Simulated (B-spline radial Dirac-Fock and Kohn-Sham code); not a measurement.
## Dipole and non-dipole photoemission parameters of Ni²⁺ 3d3/2

System: Ni²⁺, configuration 1s2 2s2 2p6 3s2 3p6 3d8; threshold 35.19 eV (orbital energy of the model). These are calculated numbers from a radial finite-basis atomic code; the model is Dirac-Hartree-Slater photoionisation with a Latter tail; cross sections with all multipoles, angular parameters from the dipole term and its interference with E2.

For linearly polarised light dσ/dΩ = σ/(4π) [1 + β P₂(cos θ) + (δ + γ cos²θ) sin θ cos φ], with θ from the polarisation vector and φ the angle between the beam and the projection of the electron momentum on the plane normal to the polarisation.

| hν (eV) | σ (kb) | β | γ | δ |
| --- | --- | --- | --- | --- |
| 54.3 | 3680 | 0.210 | -0.002 | 0.011 |
| 58 | 3640 | 0.254 | -0.001 | 0.011 |
| 59.5 | 3620 | 0.271 | -0.001 | 0.012 |
| 73.1 | 3360 | 0.425 | 0.003 | 0.013 |
| 78.3 | 3240 | 0.477 | 0.004 | 0.014 |
| 80 | 3190 | 0.493 | 0.004 | 0.014 |
| 83.7 | 3100 | 0.527 | 0.005 | 0.014 |
| 87.6 | 2990 | 0.561 | 0.006 | 0.015 |
| 136 | 1750 | 0.863 | 0.021 | 0.018 |
| 150 | ? | ? | ? | ? |
| 300 | 328 | 1.187 | 0.103 | 0.030 |
| 301 | 325 | 1.187 | 0.103 | 0.030 |
| 379 | 176 | 1.221 | 0.148 | 0.034 |
| 382 | 172 | 1.222 | 0.149 | 0.035 |
| 400 | 151 | 1.225 | 0.160 | 0.036 |
| 607 | 44.4 | 1.208 | 0.274 | 0.047 |
| 842 | 15.6 | 1.142 | 0.385 | 0.061 |
| 844 | 15.5 | 1.141 | 0.386 | 0.061 |
| 1000 | 8.80 | 1.091 | 0.445 | 0.071 |
| 1010 | 8.51 | 1.088 | 0.449 | 0.071 |
| 1486.9 | 2.21 | 0.949 | 0.580 | 0.101 |
| 1720 | 1.30 | 0.892 | 0.626 | 0.116 |
| 2000 | 0.749 | 0.834 | 0.673 | 0.133 |
| 2160 | 0.562 | 0.804 | 0.696 | 0.143 |
| 3260 | 0.116 | 0.653 | 0.825 | 0.207 |
| 3800 | 0.0630 | 0.600 | 0.868 | 0.237 |
| 8850 | 0.00184 | 0.348 | 1.017 | 0.473 |
| 10800 | 0.000778 | 0.302 | 1.024 | 0.548 |
| 13600 | 0.000283 | 0.254 | 1.026 | 0.646 |
| 15000 | 0.000183 | 0.235 | 1.025 | 0.692 |

Q: Give the values at 150 eV.

A: σ = 1480 kb, β = 0.920, γ = 0.026, δ = 0.020.
